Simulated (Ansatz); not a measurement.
C₅H₁₅GaSiTe (`[CH3][Ga]([CH3])[Te][Si](C)(C)C`) at its PBE0-D4/def2-TZVP geometry, where that method's forces vanish. Charge 0, multiplicity 1. Te takes the def2 core potential.

```xyz
23

C    -0.1645    1.9110    1.6556
Ga   -1.7325    1.3267    0.6114
C    -3.4944    2.1878    0.8042
Te   -1.6354   -0.5466   -1.0836
Si    0.7801   -1.1934   -0.8154
C     1.8927    0.2807   -1.1172
C     1.0741   -1.9091    0.8895
C     1.0916   -2.5050   -2.1144
H     0.3336    2.7276    1.1243
H     0.5655    1.1179    1.8135
H    -0.4853    2.2963    2.6261
H    -4.1949    1.8655    0.0340
H    -3.9168    1.9385    1.7820
H    -3.3926    3.2752    0.7599
H     2.9430   -0.0221   -1.0543
H     1.7158    0.6992   -2.1103
H     1.7231    1.0690   -0.3818
H     0.4385   -2.7819    1.0530
H     2.1185   -2.2203    0.9942
H     0.8561   -1.1843    1.6761
H     2.1287   -2.8506   -2.0594
H     0.4383   -3.3681   -1.9682
H     0.9167   -2.1139   -3.1191
```

Q: What forces (eV/Å) does ωB97M-V/def2-TZVPP give on these atoms in Ansatz 0.2.0? (Estimate.)

A: The calculation gave: 
```
C1   0.003  0.004  0.009
Ga2 -0.012 -0.039 -0.043
C3  -0.005  0.009  0.005
Te4  0.091  0.044  0.072
Si5 -0.054  0.001 -0.013
C6   0.015  0.006 -0.005
C7   0.011 -0.010  0.014
C8   0.013 -0.011 -0.007
H9  -0.024 -0.051  0.040
H10 -0.034  0.053 -0.010
H11  0.035 -0.025 -0.068
H12  0.047  0.027  0.058
H13  0.021  0.026 -0.071
H14 -0.021 -0.078  0.008
H15 -0.067  0.022 -0.003
H16  0.010 -0.024  0.057
H17  0.008 -0.035 -0.034
H18  0.037  0.051 -0.011
H19 -0.067  0.020 -0.004
H20  0.012 -0.041 -0.040
H21 -0.067  0.020 -0.007
H22  0.039  0.053 -0.009
H23  0.010 -0.023  0.061
```
